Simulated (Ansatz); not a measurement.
`N[SiH2]S[SiH](N)F` and `N[Si@H](F)S[Si@@H](N)Cl` differ in one atom or group.

Ansatz, PBE0-D4/def2-TZVP geometries, multiplicity 1. Each molecule was computed in one conformer, which needn't be the lowest.

| property | `N[SiH2]S[SiH](N)F` |
| --- | --- |
| LUMO energy (B3LYP/def2-TZVPP) / eV | -0.07 |
| LUMO energy (PBE0/def2-TZVPP) / eV | 0.16 |
| HOMO energy (PBE0/def2-TZVPP) / eV | -7.46 |
| size of the dipole moment (PBE/def2-TZVPP) / D | 2.24 |
| LUMO energy (ωB97M-V/def2-TZVPP) / eV | 1.74 |
| HOMO energy (B3LYP/def2-TZVPP) / eV | -7.20 |

(1) Give the same properties after the change, and the shifts. (Best estimate.)

Answers

(1) The calculation gave: 
| property | `N[Si@H](F)S[Si@@H](N)Cl` | shift |
| --- | --- | --- |
| LUMO energy (B3LYP/def2-TZVPP) / eV | 0.04 | 0.11 |
| LUMO energy (PBE0/def2-TZVPP) / eV | 0.26 | 0.10 |
| HOMO energy (PBE0/def2-TZVPP) / eV | -7.81 | -0.35 |
| size of the dipole moment (PBE/def2-TZVPP) / D | 3.18 | 0.94 |
| LUMO energy (ωB97M-V/def2-TZVPP) / eV | 1.90 | 0.16 |
| HOMO energy (B3LYP/def2-TZVPP) / eV | -7.55 | -0.35 |

With PBE0 the HOMO falls by 0.35 eV and the LUMO rises by 0.10 eV, so the gap widens by about 0.45 eV. PBE moves the HOMO by -0.24 eV and ωB97M-V by -0.40 eV. Dipoles are sizes alone; their direction can turn.

B3LYP here is the variant with VWN-RPA as its local correlation; programs differ in this.
